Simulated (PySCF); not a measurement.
Work out the structure from these simulated measurements.

Formula: C5H10AlNSSi.

* Dipole: 6.11 D [B3LYP/def2-SVPD]
* 1H NMR: chemical shifts (computed TMS as zero) by class: 9.07 (1 H), 8.64 (1 H), 8.40 (1 H), 7.47 (1 H), 4.66 (3 H), 4.12 (3 H) ppm [GIAO HF/pcSseg-1]
* Polarisability: 150.6 au [B3LYP/def2-SVPD]
* UV, first state: lowest singlet excitation: 3.82 eV (325 nm, f = 0.035) [TDDFT B3LYP/def2-SVPD]
* 13C NMR: chemical shifts (computed TMS as zero) by class: 158.0 (1 C), 156.0 (1 C), 155.8 (1 C), 137.9 (1 C), 127.8 (1 C) ppm [GIAO HF/pcSseg-1]
* NMR, other nuclei: isotropic shieldings of nuclei other than C and H, by class: -26 (1 N), 461 (1 Al), 445 (1 Si), 666 (1 S) ppm [GIAO HF/pcSseg-1]
* Triplet: lowest triplet excitation (Tamm–Dancoff): 3.43 eV [TDA B3LYP/def2-SVPD]
* Rotational structure: rotational constants A, B, C: 1.440, 0.634, 0.446 GHz [PBE0-D3(BJ)/def2-SVP]

Electronic properties: PySCF, gas phase, density fitting. Levels stand in brackets. Geometry: PBE0-D3(BJ)/def2-SVP, one conformer, isolated molecule. Each NMR value is the plain mean over a class of atoms that symmetry, rotation or inversion makes alike.

Problem. Propose a structure and show how it fits.

Solution. Numbering: `[AlH3-:1][n+:2]1[cH:3][cH:4][cH:5][c:6]([S:7][SiH3:8])[cH:9]1`. 5 carbons fall into 5 classes; from least to most shielded: aromatic CH next to a ring nitrogen [C3] (158.0 ppm), aromatic CH carbon [C5] (156.0 ppm), aromatic CH next to a ring nitrogen [C9] (155.8 ppm), substituted aromatic carbon [C6] (137.9 ppm), aromatic CH carbon [C4] (127.8 ppm). Hydrogen classes from least to most shielded: 1 H on an aromatic CH next to a ring nitrogen, C3 (9.07 ppm), 1 H on an aromatic CH next to a ring nitrogen, C9 (8.64 ppm), 1 H on an aromatic CH carbon, C5 (8.40 ppm), 1 H on an aromatic CH carbon, C4 (7.47 ppm), 3 H on an SiH3 silicon, Si8 (4.66 ppm), 3 H on an aluminium bonded to N and 3 H, Al1 (4.12 ppm). The other shieldings belong to: -26 ppm, nitrogen bonded to Al and 2 C [N2]; 461 ppm, aluminium bonded to N and 3 H [Al1]; 445 ppm, SiH3 silicon [Si8]; 666 ppm, sulfur bonded to C and Si [S7]. S1 is mainly HOMO→LUMO (weight 0.99); the largest Löwdin shares of the orbital it empties are 0.37 on the aluminium bonded to N and 3 H, 0.29 on an Al–H hydrogen and 0.27 on an Al–H hydrogen, of the orbital it fills 0.23 on an aromatic CH carbon, 0.22 on the nitrogen bonded to Al and 2 C, 0.13 on an aromatic CH next to a ring nitrogen and 0.11 on an aromatic CH next to a ring nitrogen. By its constants the optimised geometry is an asymmetric top. Structure: `[AlH3-][n+]1cccc(S[SiH3])c1`. The assignments are read from this structure; whether some other isomer fits the data as well wasn't checked.

Conformer computed: `[AlH3-:1][n+:2]1[cH:3][cH:4][cH:5][c:6]([S:7][SiH3:8])[cH:9]1`: C5–C6–S7–Si8 -175°.
